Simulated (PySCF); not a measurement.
Compound: F2GeH4Si.
Numbering: `[F:1][GeH:2]([F:3])[SiH3:4]` (hydrogens: H5 on Ge2; H6, H7, H8 on Si4)

Theory: PBE0-D3(BJ)/def2-SVP geometry optimisation, gas phase in PySCF.

(1) List the bond lengths and angles at this level.

Results:

(1) 
```tsv
bond	length (Å)	order
F1–Ge2, Ge2–F3	1.738	single
Ge2–Si4	2.382	single
Ge2–H5	1.537	single
Si4–H6, Si4–H7, Si4–H8	1.491	single
```

Bonds in one row agree within 0.01 Å and their mean is given. Orders are formal, as drawn. A selection of angles:
```tsv
angle	degrees
F1–Ge2–F3	104.2
F1–Ge2–Si4	108.2
F1–Ge2–H5	106.5
Si4–Ge2–H5	122.0
Ge2–Si4–H6	108.7
Ge2–Si4–H8	108.1
H6–Si4–H7	110.2
H6–Si4–H8	110.6
```

Ge2 (germanium bonded to 2 F, Si and H) is distorted tetrahedral (angles from 104.2° to 122.0°). Si4 (SiH3 silicon) is tetrahedral (angles from 108.1° to 110.6°).

Point group: Cs (every atom within 0.08 Å of its image). Whether it is a minimum is left open (no frequencies).
